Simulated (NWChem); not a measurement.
System: C3H7NSi; SMILES N#CCC[SiH3]

The following NWChem deck was run.

```
start job
memory heap 200 mb stack 900 mb global 1100 mb
geometry units angstroms noautosym nocenter noautoz
  N      0.972236    -2.421615    -0.043619
  C      0.074585    -1.710406     0.123477
  C     -1.052234    -0.802702     0.320748
  C     -0.919259     0.521970    -0.442468
  Si     0.538820     1.630727     0.052256
  H     -1.965615    -1.339269     0.013332
  H     -1.152515    -0.623057     1.404583
  H     -1.842983     1.104446    -0.289717
  H     -0.856070     0.327169    -1.525986
  H      0.470500     1.917942     1.519196
  H      0.435754     2.916718    -0.701409
  H      1.844700     0.978232    -0.256256
end
basis spherical
  N library def2-svp
  C library def2-svp
  Si library def2-svp
  H library def2-svp
end
dft
  xc pbe0
  iterations 150
end
property
  efieldgrad
end
task dft property
```

Excerpt of the output:

```
             Northwest Computational Chemistry Package (NWChem) 7.3.0
             --------------------------------------------------------

                             Geometry "geometry" -> ""
                             -------------------------

 Output coordinates in angstroms (scale by  1.889725989 to convert to a.u.)

  No.       Tag          Charge          X              Y              Z
 ---- ---------------- ---------- -------------- -------------- --------------
    1 N                    7.0000     0.97223600    -2.42161500    -0.04361900
    2 C                    6.0000     0.07458500    -1.71040600     0.12347700
    3 C                    6.0000    -1.05223400    -0.80270200     0.32074800
    4 C                    6.0000    -0.91925900     0.52197000    -0.44246800
    5 Si                  14.0000     0.53882000     1.63072700     0.05225600
    6 H                    1.0000    -1.96561500    -1.33926900     0.01333200
    7 H                    1.0000    -1.15251500    -0.62305700     1.40458300
    8 H                    1.0000    -1.84298300     1.10444600    -0.28971700
    9 H                    1.0000    -0.85607000     0.32716900    -1.52598600
   10 H                    1.0000     0.47050000     1.91794200     1.51919600
   11 H                    1.0000     0.43575400     2.91671800    -0.70140900
   12 H                    1.0000     1.84470000     0.97823200    -0.25625600

 Effective nuclear repulsion energy (a.u.)     198.3371584116

                              NWChem Property Module
                              ----------------------

  itol2e modified to match energy
  convergence criterion.

                                 NWChem DFT Module
                                 -----------------

 Summary of "ao basis" -> "ao basis" (spherical)
 ------------------------------------------------------------------------------
       Tag                 Description            Shells   Functions and Types
 ---------------- ------------------------------  ------  ---------------------
 N                          def2-svp                 6       14   3s2p1d
 C                          def2-svp                 6       14   3s2p1d
 Si                         def2-svp                 8       18   4s3p1d
 H                          def2-svp                 3        5   2s1p

  itol2e modified to match energy
  convergence criterion.

            General Information
            -------------------
          SCF calculation type: DFT
          Wavefunction type:  closed shell.
          No. of atoms     :    12
          No. of electrons :    46
           Alpha electrons :    23
            Beta electrons :    23
          Charge           :     0
          Spin multiplicity:     1
          Use of symmetry is: off; symmetry adaption is: off
          Maximum number of iterations: 150
          AO basis - number of functions:   109
                     number of shells:    53
          Convergence on energy requested:  1.00D-07
          Convergence on density requested:  1.00D-05
          Convergence on gradient requested:  5.00D-04

              XC Information
              --------------
                         PBE0 Method XC Functional
                     Hartree-Fock (Exact) Exchange  0.250
          PerdewBurkeErnzerhof Exchange Functional  0.750
            Perdew 1991 LDA Correlation Functional  1.000 local
           PerdewBurkeErnz. Correlation Functional  1.000 non-local

             Grid Information
             ----------------
          Grid used for XC integration:  fine
          Radial quadrature: Mura-Knowles
          Angular quadrature: Lebedev.
          Tag              B.-S. Rad. Rad. Pts. Rad. Cut. Ang. Pts.
          ---              ---------- --------- --------- ---------
          N                   0.65       70          13.0       590
          C                   0.70       70          12.0       590
          Si                  1.10      123          11.0       770
          H                   0.35       60          12.0       590
          Grid pruning is: on
          Number of quadrature shells:   823
          Spatial weights used:  Erf1

      Superposition of Atomic Density Guess
      -------------------------------------

 Sum of atomic energies:        -459.35211057

      Non-variational initial energy
      ------------------------------

 Total energy =    -462.007775
 1-e energy   =   -1022.463341
 2-e energy   =     362.118408
 HOMO         =      -0.352794
 LUMO         =       0.032946

   convergence    iter        energy       DeltaE   RMS-Dens  Diis-err
 ---------------- ----- ----------------- --------- --------- ---------
 d= 0,ls=0.0,diis     1   -462.1056755565 -6.60D+02  1.25D-02  6.76D-01
 d= 0,ls=0.0,diis     2   -461.8770404509  2.29D-01  8.78D-03  2.74D+00
 d= 0,ls=0.0,diis     3   -462.1978720507 -3.21D-01  1.03D-03  1.96D-02
 d= 0,ls=0.0,diis     4   -462.1998659198 -1.99D-03  3.57D-04  1.92D-03
 d= 0,ls=0.0,diis     5   -462.2001102699 -2.44D-04  8.42D-05  1.18D-04
  Resetting Diis
 d= 0,ls=0.0,diis     6   -462.2001243909 -1.41D-05  2.58D-05  8.13D-06
 d= 0,ls=0.0,diis     7   -462.2001254803 -1.09D-06  1.11D-05  5.84D-07
 d= 0,ls=0.0,diis     8   -462.2001253733  1.07D-07  6.47D-06  1.57D-06
 d= 0,ls=0.0,diis     9   -462.2001255419 -1.69D-07  1.67D-06  9.39D-08
 d= 0,ls=0.0,diis    10   -462.2001255527 -1.08D-08  3.03D-07  1.22D-09

         Total DFT energy =     -462.200125552697
      One electron energy =    -1026.437208733046
           Coulomb energy =      412.159387437428
    Exchange-Corr. energy =      -46.259462668658
 Nuclear repulsion energy =      198.337158411578

 Numeric. integr. density =       45.999986595661

                       DFT Final Molecular Orbital Analysis
                       ------------------------------------

 Vector   21  Occ=2.000000D+00  E=-3.535588D-01
              MO Center=  4.5D-01,  6.8D-01,  2.3D-01, r^2= 4.6D+00
   Bfn.  Coefficient  Atom+Function         Bfn.  Coefficient  Atom+Function
  ----- ------------  ---------------      ----- ------------  ---------------
    95      0.269457  10 H  s               105     -0.206640  12 H  s
    65      0.188551   5 Si py               66      0.167205   5 Si pz
     6     -0.154915   1 N  pz               96      0.151463  10 H  s
    20      0.141570   2 C  pz               47     -0.138640   4 C  py
    48     -0.137855   4 C  pz               90      0.127829   9 H  s

[...]

          -----------------------
          Electric field gradient
          -----------------------

 1 a.u. = 0.324123 10**(16) esu/cm**3  ( or statvolts/cm**2 ) = 0.97174 10**(22) v/m**2

 ------------------------------------------------------------
   Atom      X         Y         Z
 ------------------------------------------------------------
    1 N    1.83726  -4.57619  -0.08243
 ------------------------------------------------------------

 Electric field gradient in molecular frame (a.u.)
         XX             YY             ZZ             XY             XZ             YZ
 ------------------------------------------------------------------------------------------
        0.317021       0.050468      -0.367489      -0.574645      -0.119923       0.116161

 Principal components (a.u.) and orientation
 of principal axis w.r.t. absolute frame                      Asymmetry parameter eta
 --------------------------------------------------------------------------------------
        0.797348      -0.416496      -0.380852                       0.044703

        0.773878       0.465888       0.429022
       -0.617384       0.706006       0.346977
       -0.141240      -0.533389       0.833995

 ------------------------------------------------------------
   Atom      X         Y         Z
 ------------------------------------------------------------
    2 C    0.14095  -3.23220   0.23334
 ------------------------------------------------------------

 Electric field gradient in molecular frame (a.u.)
         XX             YY             ZZ             XY             XZ             YZ
 ------------------------------------------------------------------------------------------
        0.110137       0.024679      -0.134816      -0.204482      -0.046098       0.033466

 Principal components (a.u.) and orientation
 of principal axis w.r.t. absolute frame                      Asymmetry parameter eta
 --------------------------------------------------------------------------------------
        0.284031      -0.145132      -0.138899                       0.021943

        0.769621       0.485975       0.414141
       -0.624159       0.435907       0.648391
       -0.134574       0.757505      -0.638808

 ------------------------------------------------------------
   Atom      X         Y         Z
 ------------------------------------------------------------
    3 C   -1.98843  -1.51689   0.60613
 ------------------------------------------------------------

 Electric field gradient in molecular frame (a.u.)
         XX             YY             ZZ             XY             XZ             YZ
 ------------------------------------------------------------------------------------------
       -0.050783      -0.032959       0.083742       0.103099       0.035987       0.002527

 Principal components (a.u.) and orientation
 of principal axis w.r.t. absolute frame                      Asymmetry parameter eta
 --------------------------------------------------------------------------------------
       -0.148048       0.102852       0.045196                       0.389443

        0.741666       0.423056       0.520533
       -0.662029       0.336806       0.669537
       -0.107933       0.841181      -0.529873

 ------------------------------------------------------------
   Atom      X         Y         Z
 ------------------------------------------------------------
    4 C   -1.73715   0.98638  -0.83614
 ------------------------------------------------------------

 Electric field gradient in molecular frame (a.u.)
         XX             YY             ZZ             XY             XZ             YZ
 ------------------------------------------------------------------------------------------
        0.078510      -0.068411      -0.010099       0.043260       0.032844       0.079901

 Principal components (a.u.) and orientation
 of principal axis w.r.t. absolute frame                      Asymmetry parameter eta
 --------------------------------------------------------------------------------------
       -0.125773       0.117137       0.008636                       0.862672

       -0.087700       0.808406      -0.582055
        0.831094       0.381506       0.404644
       -0.549174       0.448255       0.705319

 ------------------------------------------------------------
   Atom      X         Y         Z
 ------------------------------------------------------------
    5 Si   1.01822   3.08163   0.09875
 ------------------------------------------------------------

 Electric field gradient in molecular frame (a.u.)
         XX             YY             ZZ             XY             XZ             YZ
 ------------------------------------------------------------------------------------------
        0.022632      -0.020376      -0.002257      -0.049800      -0.025843      -0.012097

 Principal components (a.u.) and orientation
 of principal axis w.r.t. absolute frame                      Asymmetry parameter eta
 --------------------------------------------------------------------------------------
       -0.063130       0.059339       0.003791                       0.879889

        0.547450       0.836812       0.006705
        0.745320      -0.483920      -0.458606
        0.380522      -0.256061       0.888614

 ------------------------------------------------------------
   Atom      X         Y         Z
 ------------------------------------------------------------
    6 H   -3.71447  -2.53085   0.02519
 ------------------------------------------------------------

 Electric field gradient in molecular frame (a.u.)
         XX             YY             ZZ             XY             XZ             YZ
 ------------------------------------------------------------------------------------------
       -0.156720       0.042291       0.114430      -0.170940      -0.102009      -0.058992

 Principal components (a.u.) and orientation
 of principal axis w.r.t. absolute frame                      Asymmetry parameter eta
 --------------------------------------------------------------------------------------
       -0.289393       0.148825       0.140567                       0.028536

        0.832111      -0.225668      -0.506621
        0.478666      -0.169161       0.861547
        0.280124       0.959405       0.032741

 ------------------------------------------------------------
   Atom      X         Y         Z
 ------------------------------------------------------------
    7 H   -2.17794  -1.17741   2.65428
 ------------------------------------------------------------

 Electric field gradient in molecular frame (a.u.)
         XX             YY             ZZ             XY             XZ             YZ
 ------------------------------------------------------------------------------------------
        0.141513       0.130957      -0.272470       0.010166       0.040154      -0.071011

 Principal components (a.u.) and orientation
 of principal axis w.r.t. absolute frame                      Asymmetry parameter eta
 --------------------------------------------------------------------------------------
       -0.288569       0.147739       0.140829                       0.023946

       -0.095576       0.816417      -0.569499
        0.168378       0.577133       0.799103
        0.981078      -0.019516      -0.192627

 ------------------------------------------------------------
   Atom      X         Y         Z
 ------------------------------------------------------------
    8 H   -3.48273   2.08710  -0.54749
 ------------------------------------------------------------

 Electric field gradient in molecular frame (a.u.)
         XX             YY             ZZ             XY             XZ             YZ
 ------------------------------------------------------------------------------------------
       -0.162219       0.021921       0.140299       0.196700       0.056002      -0.028453

 Principal components (a.u.) and orientation
 of principal axis w.r.t. absolute frame                      Asymmetry parameter eta
 --------------------------------------------------------------------------------------
       -0.296287       0.154231       0.142055                       0.041094

        0.836292       0.434120       0.334896
       -0.529633       0.481675       0.698196
       -0.141790       0.761268      -0.632746

 ------------------------------------------------------------
   Atom      X         Y         Z
 ------------------------------------------------------------
    9 H   -1.61774   0.61826  -2.88370
 ------------------------------------------------------------

 Electric field gradient in molecular frame (a.u.)
         XX             YY             ZZ             XY             XZ             YZ
 ------------------------------------------------------------------------------------------
        0.152427       0.127708      -0.280135       0.005211       0.026124      -0.075139

 Principal components (a.u.) and orientation
 of principal axis w.r.t. absolute frame                      Asymmetry parameter eta
 --------------------------------------------------------------------------------------
       -0.295123       0.154035       0.141088                       0.043867

       -0.059404       0.997358      -0.041805
        0.175363       0.051654       0.983148
        0.982710       0.051072      -0.177969

[...]
```

Level: PBE0/def2-SVP. All runs use the structure optimised with PBE0/def2-SVP. No frequency run checked for a minimum. NWChem prints the field gradient with the sign opposite to the second derivative of the potential.
